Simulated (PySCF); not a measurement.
**Core binding energy against partial charge**

C₅H₁₄OSi₂.
Numbering: `[CH2:1]=[C:2]([CH3:3])[Si@@:4]([OH:5])([SiH3:6])[CH2:7][CH3:8]`

Geometry (PBE0-D3(BJ)/def2-SVP, Å), atoms numbered from 1 in this order:
```
atom  x, y, z in Å
C1    -2.6141   -0.2132   -1.0057
C2    -1.6661   -0.3039   -0.0616
C3    -1.9513   -0.8171    1.3210
Si4    0.0800    0.2601   -0.4824
O5     0.2244    0.5238   -2.1349
Si6    0.4831    2.3465    0.5120
C7     1.3229   -1.0341    0.0992
C8     2.7700   -0.7076   -0.2588
H9    -2.3912    0.1798   -2.0031
H10   -3.6515   -0.5174   -0.8163
H11   -1.3699   -1.7293    1.5363
H12   -1.6645   -0.0788    2.0892
H13   -3.0180   -1.0530    1.4591
H14    0.0758   -0.2477   -2.6914
H15    1.8680    2.8523    0.2530
H16    0.3141    2.2243    1.9972
H17   -0.4955    3.3634    0.0168
H18    1.0199   -2.0008   -0.3447
H19    1.2066   -1.1626    1.1900
H20    2.8851   -0.5437   -1.3415
H21    3.4598   -1.5149    0.0330
H22    3.1115    0.2131    0.2407
```

Binding energies: PySCF, delta-SCF UKS SCAN, pcX-2 on the ionised atom, pcseg-1 elsewhere, spin-free X2C. Charges: PBE0/pcSseg-1 ground-state density, for the ionised atom.

```
atom                      environment  C 1s (eV)  Mulliken (e)  IAO (e)  Hirshfeld (e)  ESP (e)
  C1             terminal =CH2 carbon     289.81        -0.115   -0.303         -0.102   -0.485
  C2  fully substituted alkene carbon     289.88        -0.613   -0.268         -0.089   -0.011
  C7      sp3 carbon bound to silicon     289.97        -0.601   -0.552         -0.163   -0.061
  C8                    methyl carbon     290.55        -0.287   -0.401         -0.115   -0.291
  C3                   allylic carbon     290.71        -0.204   -0.409         -0.115   -0.387
```

Q: Give the correlation coefficient and slope of binding energy on charge for each scheme.

A: Mulliken: r = 0.38, slope 0.7 eV per e; Hirshfeld: r = -0.05, slope -0.7 eV per e; IAO: r = -0.27, slope -1.0 eV per e; ESP: r = -0.33, slope -0.7 eV per e. On 5 points no scheme stands out.

Q: The point-charge model writes a binding energy as kq + V + constant, with V the potential of the other atoms' charges at the site. What does it give with the Hirshfeld charges?

A: V = Σ 14.40 eV Å × q/r over all other atoms: +0.89 eV at C1, +0.72 eV at C2, +2.11 eV at C7, +1.22 eV at C8, +1.48 eV at C3. Fitting binding energy − V to q gives k = 18.4 eV per e and leaves an rms residual of 0.29 eV, against 0.37 eV for the fit on q alone. The model has no term for differences in relaxation between sites.

Spin contamination (⟨S²⟩ against 0.75 for a pure doublet) is marked for C 1s of C2 (0.85), which makes this value less certain. The structure is a single PBE0-D3(BJ)/def2-SVP conformer in the gas phase; no vibrational or solvent corrections.
